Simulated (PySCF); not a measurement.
## RhO₂⁻: one-bond stretch

Computed with B3LYP/[Rh def2-SVPD with ECP28, O def2-SVPD], scalar-relativistic core potentials, density fitting, no spin–orbit coupling, PySCF.

Rigid scan from the singlet minimum (Rh–O 1.718 Å (×2); O–Rh–O 162.3°). Coordinate: the bond from Rh to the last atom (O) scaled, the rest fixed. Energies in kJ/mol from the minimum.

Problem. Predict the curve at 0.92, 0.96, 1.00, 1.05, 1.12, 1.20, 1.35, 1.55, 1.80, 2.20.

Solution. 
```csv
scale of one bond,E (kJ/mol),"dipole size (D, about the centre of mass)"
0.92,48.9,1.05
0.96,10.7,0.53
1.00,0.0,0.26
1.05,12.5,0.71
1.12,58.4,1.46
1.20,129.2,2.25
1.35,268.3,3.52
1.55,420.0,–
1.80,539.5,–
2.20,627.7,–
```

At long bonds a restricted determinant can lie too high, and another spin state can fall below this curve.

Other isomers or separated fragments may lie lower.
